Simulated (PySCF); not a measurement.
**Xe⁺: interval between two levels**

Xe⁺ [Kr] 4d10 5s2 5p5 [2P3/2, M_J = 3/2] → Xe⁺ [Kr] 4d10 5s2 5p4 5d1 [4F9/2, M_J = 9/2], as a difference of total energies. All numbers are calculated (PySCF 2.14, the two-component X2C-1e Hamiltonian, in x2c-TZVPall-2c with one added diffuse shell each of s, p, d, f type (9s10p6d3f, 90 functions)). Correlated levels: [Ar] 3d10 frozen; the 6 highest virtual spinors dropped. "Screened" scales the spin-orbit matrix elements by Boettger's factors to mimic the two-electron term; Breit and QED terms are absent.

```json
{"method": "GHF (spin-free)", "interval between two levels (cm⁻¹)": "97771"}
{"method": "GMP2 (spin-free)", "interval between two levels (cm⁻¹)": "102160"}
{"method": "GHF (screened spin-orbit)", "interval between two levels (cm⁻¹)": "95943"}
{"method": "GMP2 (screened spin-orbit)", "interval between two levels (cm⁻¹)": "100540"}
```

The labels give the starting determinants; with spin-orbit coupling the two ends relaxed to ⟨J²⟩ = 3.76, ⟨L²⟩ = 2.04, ⟨S²⟩ = 0.78 and ⟨J²⟩ = 24.78, ⟨L²⟩ = 12.95, ⟨S²⟩ = 3.44.

The promoted electron is Rydberg-like, and one or two diffuse shells describe it only roughly, which tends to raise the upper state.
